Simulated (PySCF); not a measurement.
# Deuteron quadrupole couplings in `Cc1cc(S)ccn1`

Species: C6H7NS.
Z-matrix (Å and degrees, GFN2-xTB geometry), rows numbered from 1:
```
C 
C   1  1.4956
C   2  1.3912  1  120.82
C   3  1.3873  2  118.87  1   179.97
S   4  1.7652  3  118.99  2   179.99
C   4  1.3908  3  118.83  2     0.08
C   6  1.3835  4  117.54  3    -0.02
N   7  1.3209  6  123.99  4    -0.09
H   1  1.0886  2  110.27  3    61.83
H   1  1.0884  2  110.36  3   -57.54
H   1  1.0854  2  109.42  3  -177.99
H   3  1.0790  2  120.71  1    -0.07
H   5  1.3325  4   96.06  3  -179.77
H   6  1.0796  4  121.52  3  -179.95
H   7  1.0823  6  120.46  4  -179.96
```

Level: PBE0/pcSseg-1 (PySCF, non-relativistic); Q(2H) = 0.00286 b; rigid geometry, the same for H and D, with no vibrational averaging.

Question: Rank these positions by the coupling χzz of a deuteron there, largest first.
A. H13 (S–H hydrogen)
B. H12 (aromatic hydrogen)
C. H15 (aromatic hydrogen)
D. H9 (methyl hydrogen)

Answer: B (220 kHz), C (214 kHz), D (210 kHz), A (163 kHz).

Question: Tabulate Vzz, the asymmetry η and χzz = 234.96 MHz × Q × Vzz for every hydrogen position.

Answer: 
```json
{"atom": "H9", "bonded to": "C1", "bond length (Å)": "1.089", "Vzz (au)": "0.3129", "η": "0.03", "χzz (kHz)": "210"}
{"atom": "H10", "bonded to": "C1", "bond length (Å)": "1.088", "Vzz (au)": "0.3132", "η": "0.03", "χzz (kHz)": "210"}
{"atom": "H11", "bonded to": "C1", "bond length (Å)": "1.085", "Vzz (au)": "0.3145", "η": "0.01", "χzz (kHz)": "211"}
{"atom": "H12", "bonded to": "C3", "bond length (Å)": "1.079", "Vzz (au)": "0.3267", "η": "0.09", "χzz (kHz)": "220"}
{"atom": "H13", "bonded to": "S5", "bond length (Å)": "1.332", "Vzz (au)": "0.2422", "η": "0.19", "χzz (kHz)": "163"}
{"atom": "H14", "bonded to": "C6", "bond length (Å)": "1.080", "Vzz (au)": "0.3282", "η": "0.09", "χzz (kHz)": "221"}
{"atom": "H15", "bonded to": "C7", "bond length (Å)": "1.082", "Vzz (au)": "0.3190", "η": "0.06", "χzz (kHz)": "214"}
```

Question: Average by the element that carries the hydrogen.

Answer: on C: 214 kHz over 6 positions, mean bond length 1.084 Å; on S: 163 kHz over 1 position, mean bond length 1.332 Å.

Question: How does χzz go with the bond length over the 6 C–H bonds?

Answer: A straight-line fit has a slope of -10.4 kHz for each 0.01 Å, with a correlation coefficient of -0.96, over lengths from 1.079 to 1.089 Å. The longer bonds have the smaller couplings here.

Question: A static deuteron (I = 1) shows a doublet split by (3/2)χ, (3/4)χ(1 + η) and (3/4)χ(1 − η) with the field along z, y and x of the gradient. What are these for H15?

Answer: With |χ| = 214.4 kHz and η = 0.055: 322, 170 and 152 kHz, to first order and without motion.

Isolated species at its GFN2-xTB geometry (one conformer only). GFN2-xTB bond lengths can be off by several hundredths of an ångström, more for odd bonds, and the gradients follow them. A larger basis could move these couplings by a tenth or more.

These values come from a run that also computed NMR shieldings. Time: 44 s wall; peak memory 0.87 GiB. Hardware: an Arm Neoverse N1 with one thread, shared host with 64 logical CPUs at a one-minute load of 60.
